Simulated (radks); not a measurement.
Problem. The mean radii <r> (bohr) of the occupied orbitals of an atom or ion are listed with their occupations. Calculated with a radial shooting solver on a logarithmic mesh with Libxc functionals: scalar-relativistic Kohn-Sham, exchange-only B88, spin-unpolarised, spherical densities, finite nucleus; Fermi nuclear charge, rms radius of each element as measured or else 0.836 A^(1/3) + 0.57 fm.

| orbital | occ. | <r> |
|---|---|---|
| 1s | 2 | 0.1762 |
| 2s | 2 | 0.9196 |
| 2p | 3 | 0.8975 |

Name the element and its charge.

Solution. Z = 9, fluorine, charge +2: F2+ in [He] 2s2 2p3. The 1s radius gives Z: for a bare nucleus <r> = (2 gamma + 1)/(2Z) with gamma = sqrt(1 - (Z/c)^2), 0.1664 bohr for Z = 9, and screening makes it slightly larger (0.1762 here). The occupations add up to 7, and the charge is Z minus that.
